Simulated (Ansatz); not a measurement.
GeH₅, that is [GeH5]- with one electron fewer. The state is a doublet with charge 0. Geometry PBE0-D4/def2-TZVPD; atoms count from 1.

Cartesian coordinates in Å:
```
Ge 0.400 -0.111 -0.408
H -1.999 0.558 2.042
H 1.454 -0.405 -1.485
H 0.125 -1.386 0.400
H 0.918 0.987 0.529
H -0.898 0.358 -1.078
```

In the doublet geometry the species has come apart into loosely held pieces.

(1) Estimate the Mulliken populations from the PBE0/def2-TZVPD orbitals of Ansatz.

(2) Where does the spin sit?

Results:

(1) 
```csv
atom,charge (e),spin (α − β)
Ge1,-0.29,0.02
H2,0.02,0.99
H3,0.04,0.00
H4,0.08,0.00
H5,0.08,0.00
H6,0.08,0.00
```
Mulliken values depend strongly on the basis. With diffuse functions, as here, like atoms can get unlike values, and bond orders can come out too low or too high.

(2) Summed by element: Ge 0.02, H 0.98, of 1 unpaired in all. Largest on single atoms: H2 0.99, Ge1 0.02, H3 0.00.
